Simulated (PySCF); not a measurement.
Radial density of Bi (bismuth, neutral)

BLYP, [Xe] 4f14 5d10 6s1 6p4, high-spin 4P determinant (an excited configuration). Computed with PySCF 2.14 in aug-cc-pwCVTZ-DK3 (11s10p8d5f1g, 125 functions), with the spin-free X2C one-electron Hamiltonian (Gaussian nucleus).

```
r (bohr)  4πr²ρ (e/bohr)  4πr²(ρα − ρβ)
  0.0150           108.4         0.0084
  0.0252           108.6         0.0208
  0.0424           154.4         0.0321
  0.0714           131.6        -0.0078
   0.120           143.5         0.0615
   0.202           99.13         0.0002
   0.340           100.3         0.0955
   0.571           43.18         0.1820
   0.961           23.31        -0.0107
    1.62           6.875         1.0139
    2.72           2.192         1.1757
    4.57          0.3942         0.1719
    7.69         0.01233         0.0025
    12.9       2.303e-05         0.0000
```

Densities and radii are taken from the X2C orbitals without a picture-change correction, which distorts them close to the nucleus.

Spin-orbit coupling is strong in this species (close to jj coupling), so the high-spin LS determinant is a model state, not a physical level.

(1) Where is the radial spin density 4πr²(ρα − ρβ) most negative, and why is it negative at all?

Results:

(1) Around r = 0.961 bohr, down to -0.0107 e/bohr: exchange with the open shell polarises the paired shells in an unrestricted calculation.
